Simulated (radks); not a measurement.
The calcium ion Ca2+ inside a hard spherical wall (all orbitals vanish at R), configuration held at [Ar] and not refilled when levels cross. Calculated with a radial shooting solver on a logarithmic mesh with Libxc functionals: scalar-relativistic Kohn-Sham, PBEsol, spin-polarised, spherical densities, point nucleus. Eigenvalues in eV for spin up, with the zero of energy where the potential of the charges vanishes at infinity; a dash marks a level that is unbound or too diffuse for the functional's potential to be trusted. A positive occupied level is held by the wall or, in an anion where self-interaction has pushed it up, behind a barrier. The pressure on the wall is -dE/dV.

R (bohr)  E (hartree)  kinetic (hartree)    e(2s)    e(2p)    e(3s)    e(3p)  e(3d, empty)  e(4s, empty)  pressure (GPa)
free       -678.80732            683.349  -429.19  -349.90  -62.092  -42.987       -15.877             -               0
20         -678.80732            683.349  -429.19  -349.90  -62.092  -42.987       -15.877             -        < 0.0001
15         -678.80732            683.349  -429.19  -349.90  -62.092  -42.987       -15.877             -        < 0.0001
12         -678.80732            683.349  -429.19  -349.90  -62.092  -42.987       -15.877             -        < 0.0001
10         -678.80732            683.349  -429.19  -349.90  -62.092  -42.987       -15.877             -        < 0.0001
8          -678.80732            683.349  -429.19  -349.90  -62.092  -42.987       -15.876       -14.314        < 0.0001
7          -678.80732            683.349  -429.19  -349.90  -62.092  -42.987       -15.871       -14.224        0.000103
2.5        -678.13162            687.542  -419.53  -340.04  -55.283  -35.250        -4.291        39.040             731
2          -675.92337            697.347  -402.61  -322.63  -41.009  -19.282        13.755        108.41            4940
1.5        -665.85262            731.024  -360.61  -278.84   10.099   34.523        64.452        303.95           42000
